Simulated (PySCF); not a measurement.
Be (beryllium, neutral) across methods

[He] 2s1 2p1, high-spin 3P determinant (an excited configuration). Calculation: PySCF 2.14, in aug-cc-pCVTZ-DK with one added diffuse shell each of s, p, d, f type (8s7p5d3f, 75 functions); scalar relativity by spin-free X2C-1e.

```tsv
method	E (hartree)	mean ε 1s β (eV)	mean ε 2s α (eV)	mean ε 2p α (eV)	Σ⟨r²⟩ (bohr²)	⟨S²⟩
UHF	-14.51586	-128.56	-10.786	-6.686	18.30	2.000
r2SCAN	-14.5730	-108.84	-6.835	-3.266	18.38	2.000
HSE06	-14.5574	-111.76	-7.286	-3.670	18.40	2.000
PBE0	-14.5549	-112.17	-7.712	-4.057	18.41	2.000
LC-wPBE	-14.5611	-112.41	-10.517	-6.576	17.99	2.000
LDA	-14.3609	-105.25	-6.565	-3.063	19.00	2.000
TPSS	-14.5848	-108.06	-6.658	-3.153	18.41	2.000
M06-L	-14.5800	-109.18	-6.692	-3.202	18.18	2.000
PBE	-14.5474	-106.49	-6.581	-3.118	18.67	2.000
```
